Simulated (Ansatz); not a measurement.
System: sum formula SiI2Cl, net charge 0, doublet state. It need not be the lowest isomer of its formula. 
Coordinates optimised at B3LYP-D3(BJ)/def2-TZVP (Ansatz, a program for electronic structure):
SMILES: I[Si](Cl)I
```xyz
4

Cl    -0.2949     2.5726    -0.1255
Si    -0.0642     0.6741     0.6586
I      2.0848    -0.2709    -0.1052
I     -1.9732    -0.7324    -0.0285
```
Charge 0, spin multiplicity 2.

Property: atomisation energy (electronic, to ground-state atoms), in kcal/mol. Cores are frozen in the correlated levels unless marked. UHF or UKS for open shells. Spin-orbit coupling is left out. Frozen are the shells of the preceding noble gas and the d and f shells that filled before the atom's block. In def2 rows, elements after Kr have scalar-relativistic effective core potentials. The coupled-cluster limit lacks core correlation, which all-electron functionals hold. Basis-set limits of correlation are two-point, X^-3; Hartree-Fock from the larger set.

```json
[
 {"level": "PBE-D3(BJ)/def2-TZVPD", "program": "Ansatz + dftd3", "atomisation energy (kcal/mol)": "232.4"},
 {"level": "revPBE-D4/def2-TZVPD", "program": "Ansatz + dftd4", "atomisation energy (kcal/mol)": "225.3"},
 {"level": "LC-wPBE-D4/def2-TZVPD", "program": "Ansatz + dftd4", "atomisation energy (kcal/mol)": "217.7"},
 {"level": "RPA@PBE/def2-QZVPP", "program": "Ansatz", "atomisation energy (kcal/mol)": "188.2"}
]
```

**Question.** Predict the CCSD(T)/CBS(def2-TZVPP,def2-QZVPP) result (Ansatz).

**Answer.** 219.9 kcal/mol
